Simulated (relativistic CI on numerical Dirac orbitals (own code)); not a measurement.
# Pt⁴⁺: O2,3 absorption edge

Computed with this model: Dirac-Coulomb-Breit CI, orbitals from a KLI potential per configuration, QED by a radiative potential, valence Slater integrals scaled by 0.7, multiplet model of core-to-valence dipole absorption; configurations [Xe] 4f14 5d6 → [Kr] 4d10 4f14 5s2 5p5 5d7; 300 K; Lorentzian 1 eV and Gaussian 0.3 eV FWHM. Energies are those of the free ion, without screening or charge transfer. The branching ratio is the share of the lower-energy edge in the whole absorption, uncertain by about 0.02 where the edges overlap. S is read from ⟨S²⟩ = S(S + 1).

Field parameters in Wybourne normalisation: Oh B⁴₀ = 21Dq, B⁴₄ = √(5/14) B⁴₀. The field is a parameter set, without covalency.

free ion: ground-state S = 1.77, centroid 56.38 eV. Peaks (eV, height): 52.2 (47), 54.8 (75), 55.8 (100), 58.5 (29), 60.0 (30), 71.2 (7).

Oh, 10Dq = 8500 cm⁻¹: ground-state S = 1.33, centroid 57.00 eV. Peaks (eV, height): 52.5 (39), 55.5 (100), 56.2 (97), 57.2 (73), 60.8 (35), 73.2 (7).

Oh, 10Dq = 19200 cm⁻¹: ground-state S = 0.57, centroid 59.65 eV. Peaks (eV, height): 54.0 (24), 56.8 (100), 58.8 (47), 60.5 (17), 62.2 (18), 71.5 (19), 73.5 (17).

Oh, 10Dq = 29850 cm⁻¹: ground-state S = 0.29, centroid 61.54 eV. Peaks (eV, height): 53.2 (8), 57.2 (100), 60.5 (22), 64.0 (8), 72.2 (42), 75.2 (15).

Oh, 10Dq = 40550 cm⁻¹: ground-state S = 0.18, centroid 62.94 eV. Peaks (eV, height): 54.2 (8), 57.5 (100), 58.5 (88), 62.8 (12), 64.8 (10), 73.2 (62), 77.2 (11).

Strongest unbroadened transitions for Oh, 10Dq = 8500 cm⁻¹:

| Energy (eV) | Relative strength |
| --- | --- |
| 52.11 | 23.9 |
| 52.34 | 28.7 |
| 52.66 | 26.1 |
| 54.56 | 14.2 |
| 54.88 | 18.9 |
| 55.13 | 40.6 |
| 55.24 | 14.1 |
| 55.38 | 16.4 |
| 55.47 | 41.5 |
| 55.59 | 36.7 |
| 55.69 | 17.1 |
| 56.19 | 36.6 |
| 56.26 | 50.0 |
| 56.54 | 48.2 |
| 57.41 | 100.0 |
| 58.79 | 13.3 |
| 60.66 | 24.7 |
| 60.98 | 24.3 |
